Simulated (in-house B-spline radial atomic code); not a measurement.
The indium ion In³⁺ is squeezed into an impenetrable sphere of radius R (the orbitals vanish at R). No spin polarisation. Level of theory: non-relativistic Hartree-Fock, average of configuration, point nucleus; calculated with an all-electron radial atomic-structure program (B-spline basis).

Energies in eV above the free ion in [Kr] 4d10:

| R (bohr) | highest level (eV) | [Kr] 4d10 | [Ar] 3d10 4s2 4p5 4d10 4f1 | [Ar] 3d9 4s2 4p6 4d10 4f1 | -dE/dV in [Kr] 4d10 (GPa) |
| --- | --- | --- | --- | --- | --- |
| 8.39 | -57.4 | 0 | 107 | 478.5 | 1.59e-07 |
| 5.75 | -57.4 | 0.0004394 | 108.5 | 480 | 0.00396 |
| 5.18 | -57.4 | 0.003103 | 109.4 | 480.9 | 0.0338 |
| 4.06 | -57.2 | 0.1275 | 113.3 | 484.8 | 2.15 |
| 3.57 | -56.9 | 0.6104 | 116.6 | 488 | 13 |
| 3.1 | -55.9 | 2.666 | 122.4 | 493.5 | 74.5 |
| 2.68 | -53.4 | 9.901 | 134.5 | 504.5 | 372 |
| 2.21 | -44.9 | 44.49 | 177.5 | 543.7 | 2570 |
| 1.62 | -1.51 | 337.5 | 490.2 | 842.3 | 40100 |
| 1.28 | 87.9 | 1211 | 1376 | 1725 | 249000 |

Question: Does [Ar] 3d10 4s2 4p5 4d10 4f1 fall below [Kr] 4d10 under compression?

Answer: No, it stays above over the whole range.

Question: Does [Ar] 3d9 4s2 4p6 4d10 4f1 fall below [Kr] 4d10 under compression?

Answer: No, it stays above over the whole range.

The highest level is first positive in the row R = 1.28 bohr, pushed up by confinement above the zero of the free ion's potential. Each configuration is held fixed and needn't be the lowest in the sphere.
